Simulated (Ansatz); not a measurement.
Cost and result for the atomization energy of `CCN(C)BCl` (15 atoms, 14 bonds).

Z-matrix (Å, degrees):
```
C
C 1 1.519
H 1 1.092 2 110.3
H 1 1.092 2 110.4 3 -119.5
H 1 1.092 2 111.9 3 119.8
N 2 1.454 1 113.1 3 -178.6
H 2 1.096 1 110.2 3 -57.5
H 2 1.090 1 109.7 3 60.3
B 6 1.385 2 124.7 1 -98.2
C 6 1.447 2 114.5 1 80.5
Cl 9 1.773 6 121.5 2 -0.3
H 9 1.192 6 120.9 2 179.6
H 10 1.095 6 110.6 2 60.9
H 10 1.094 6 111.4 2 -59.1
H 10 1.089 6 109.8 2 -179.1
```

The species carries charge 0 and has multiplicity 1. Geometry: relaxed with PBE0-D4/def2-TZVP. It is one conformer, not always the lowest. Program: Ansatz. All runs use 2 threads of an AMD EPYC 7R13 on a shared host and a share of an NVIDIA H100 80 GB. Times are those of one run each, without the atoms' runs, and a repeat can differ threefold. Electronic energies, without spin–orbit coupling; frozen cores. CCSD(T)/CBS adds CCSD(T) − MP2 in def2-TZVPP to the MP2 limit, and its time is that of the two runs behind it. T1 = 0.011. B3LYP takes the VWN-RPA correlation (the form of Gaussian; ORCA's B3LYP/G).

CCSD(T)/CBS is a level of theory with its own doubt, some kJ/mol a heavy atom from the limit and from the frozen cores, so smaller differences don't rank the functionals.

| level | functions | wall time |
| --- | --- | --- |
| PBE-D4/def2-TZVPP (with forces) | 323 | 2.7 s |
| PBE0-D4/def2-TZVPP | 323 | 2.7 s |
| r2SCAN-D4/def2-TZVPP (with forces) | 323 | 3.2 s |
| B3LYP-D4/def2-TZVPP (with forces) | 323 | 3.3 s |
| B2PLYP/def2-TZVPP | 323 | 3.5 s |
| ωB97X-V/def2-TZVPP | 323 | 4 s |
| MP2/def2-QZVPP | 625 | 5 s |
| ωB97M-V/def2-TZVPP (with forces) | 323 | 5.5 s |
| CCSD(T)/def2-TZVPP | 323 | 10 s |
| CCSD(T)/CBS(def2) | – | 15 s |

Task: What atomization energy does each give, and how far from CCSD(T)/CBS? (Best estimate.)

Result: The calculation gave: 
```csv
level,atomization (kJ/mol),difference from CCSD(T)/CBS,per bond
PBE-D4/def2-TZVPP (with forces),5937.1,135.3,9.7
PBE0-D4/def2-TZVPP,5858.3,56.5,4.0
r2SCAN-D4/def2-TZVPP (with forces),5829.6,27.8,2.0
B3LYP-D4/def2-TZVPP (with forces),5828.4,26.6,1.9
B2PLYP/def2-TZVPP,5762.6,-39.2,-2.8
ωB97X-V/def2-TZVPP,5828.0,26.2,1.9
MP2/def2-QZVPP,5827.7,25.9,1.8
ωB97M-V/def2-TZVPP (with forces),5839.8,38.0,2.7
CCSD(T)/def2-TZVPP,5670.3,-131.5,-9.4
CCSD(T)/CBS(def2),5801.8,0.0,0.0
```

From PBE to PBE0 (25 % exact exchange), in def2-TZVPP and without D4, the atomization energy moves by −73.9 kJ/mol: exact exchange takes away binding that semilocal exchange gives to molecules. The D4 term adds +51.6 kJ/mol with B3LYP and +27.5 kJ/mol with PBE0; it sums over pairs of atoms, weighted by their polarisabilities, and B3LYP, whose exchange is more repulsive, gets the larger term. In def2-TZVPP, CCSD(T) changes the Hartree–Fock value by +1325.4 kJ/mol (the triples alone add +77.7 kJ/mol) and MP2 by +1405.5 kJ/mol; breaking electron pairs costs correlation energy, which Hartree–Fock lacks.
